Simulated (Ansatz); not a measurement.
The cluster Ti2Se4⁺. The state is a doublet with charge 1. Geometry PBE0-D4/def2-SVP, that of the neutral singlet; atoms count from 1.

```xyz
6

Ti   -0.197   -1.004   -0.172
Ti    0.435    0.857    1.188
Se    2.022   -0.874    0.753
Se   -1.582   -0.324    1.676
Se   -0.022    1.630   -1.058
Se   -0.656   -0.285   -2.388
```

The charge 1 doublet is spin-contaminated (final ⟨S²⟩ up to 1.01, 0.75 for a pure state). The structure comes from a short search, and lower isomers may exist.

Question: Estimate the Mulliken populations from the PBE0/def2-TZVP orbitals of Ansatz.

Answer: 
| atom | charge (e) | spin (α − β) | d electrons |
| --- | --- | --- | --- |
| Ti1 | 0.75 | 0.47 | 2.51 |
| Ti2 | 0.63 | -0.74 | 2.58 |
| Se3 | -0.20 | 0.25 | – |
| Se4 | -0.20 | 0.25 | – |
| Se5 | 0.12 | 0.62 | – |
| Se6 | -0.10 | 0.15 | – |
Mulliken values depend strongly on the basis.

Question: Where does the spin sit?

Answer: Summed by element: Ti -0.27, Se 1.27, of 1 unpaired in all. Largest on single atoms: Ti2 -0.74, Se5 0.62, Ti1 0.47.

Question: And the Mayer bond orders between heavy atoms (over 0.3)?

Answer: Ti1–Ti2 0.93 (2.39 Å); Ti1–Se3 1.06 (2.41 Å); Ti1–Se4 1.06 (2.41 Å); Ti1–Se5 0.37 (2.78 Å); Ti1–Se6 0.99 (2.37 Å); Ti2–Se3 1.24 (2.39 Å); Ti2–Se4 1.24 (2.39 Å); Ti2–Se5 0.92 (2.42 Å); Se5–Se6 1.09 (2.42 Å).
